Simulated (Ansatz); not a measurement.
A run for Ansatz (a first-principles code): U-CCSD(T)/def2-TZVPP on BI2 (SMILES I[B]I). Elements past Kr take the def2 small-core potentials; no spin–orbit coupling.

Ansatz 0.2 input:
```yaml
crystal:
  periodic: [false, false, false]
  atoms:
    - {symbol: B, position_ang: [-0.29998143, -0.53018451, -0.00000000]}
    - {symbol: I, position_ang: [1.79734925, -0.66688404, -0.00000000]}
    - {symbol: I, position_ang: [-1.49736781, 1.19716855, 0.00000000]}
basis:
  gaussian:
    orbitals: def2-TZVPP
magnetization: {spin_polarized: true, initial_magnetization: 1}
correlation: {method: ccsd_t, electrons: outside_noble_gas}
scf: {omitted_lower_state_checks: [cluster_reference]}
```

Q: Give the final energy of this run.

A: -618.4001 hartree (reference determinant -618.0020, T1 diagnostic 0.022).

Q: How many basis functions does it have, and what does it roughly cost on one machine?

A: 131 functions; about 20 core-seconds (a rough figure).
